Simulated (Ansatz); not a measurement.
Cartesian coordinates in Å:
```
O -0.227 -1.642 -0.355
Hf -0.029 0.251 -0.365
O 0.514 0.904 1.338
F 1.311 0.711 -1.645
Cl -2.079 1.257 -0.982
H -0.282 -2.582 -0.217
H 0.790 1.102 2.226
```

The species carries charge 0 and has multiplicity 1. Hf takes the def2 core potential.

Task: List the CAM-B3LYP/def2-TZVPP orbital energies in eV (Ansatz). (An estimate is asked.)

Result: Ansatz gave: Occupied: -2763.78, -672.83, -522.79, -522.78, -258.58, -197.56, -197.52, -197.52, -70.54, -39.39, -39.20, -38.92, -32.60, -28.99, -28.73, -23.68, -16.43, -16.02, -13.91, -13.40, -13.39, -12.09, -11.80, -11.64, -11.30, -11.30, -10.49, -10.39. Lowest empty: 0.32, 1.05, 1.18, 1.52, 1.67, 1.94, 2.12, 2.61.
